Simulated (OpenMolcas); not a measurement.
# O²⁺: the spin-orbit constant, Slater's ratio, worked from levels

```json
{
  "Program": "OpenMolcas",
  "Basis": "ANO-RCC-VQZP [5s4p3d2f1g]",
  "Scalar Hamiltonian": "DKH2, point nucleus",
  "Active space": "2 electrons in 9 orbitals (RAS2 2p; RAS3 3s 3d, at most 1 electron)",
  "State averaging": "2S+1 = 3 even, 3 roots; 2S+1 = 1 even, 6 roots; 2S+1 = 3 odd, 3 roots; 2S+1 = 1 odd, 3 roots",
  "Spin-orbit coupling": "RASSI with atomic mean-field integrals over the reference wave functions, term energies averaged over their components"
}
```

Methods: RASSCF; SS-RASPT2, IPEA 0.25 Eh, imaginary shift 0.1 Eh (closed shells correlated: 1s 2s).

**The spin-orbit constant.** For the Hund term 3P of p2, E(J) = (A/2) J(J+1) + constant and ζ = 2S·A = 2A. From J = 0 to J = 2 the energy changes by 3 A.

```
   Source  E(2) - E(0)      A    ζ
   RASSCF        328.0  109.3  219
SS-RASPT2        328.1  109.4  219
```

All in cm-1. Both methods take the spin-orbit matrix elements from the reference wave functions, so the second can move ζ only through the term energies and any multistate remixing. Second-order mixing with other terms is absorbed into this ζ.

**Slater's ratio.** With one set of orbitals, p2 has 1D - 3P = 6 F2 and 1S - 1D = 9 F2 (F2 = F²/25), a ratio of 3/2. Term energies are centres of gravity, weighted by 2J + 1.

| Source | 1D - 3P | 1S - 3P | F2 from the first | Ratio |
| --- | --- | --- | --- | --- |
| RASSCF | 22631 | 56109 | 3772 | 1.479 |
| SS-RASPT2 | 20321 | 48701 | 3387 | 1.397 |

Energies in cm-1. A ratio away from 3/2 shows effects beyond one configuration with one set of orbitals, and in heavier atoms second-order spin-orbit shifts.

CASPT2 does not keep the components of a term degenerate, so their means are used; among the terms shown or strongly mixed into the levels shown the widest spread is 87 cm-1 (2s2 2p2 1D, SS-RASPT2). With the s shell closed, the reference lacks s² → p² mixing. Levels of configurations outside the active space are missing.
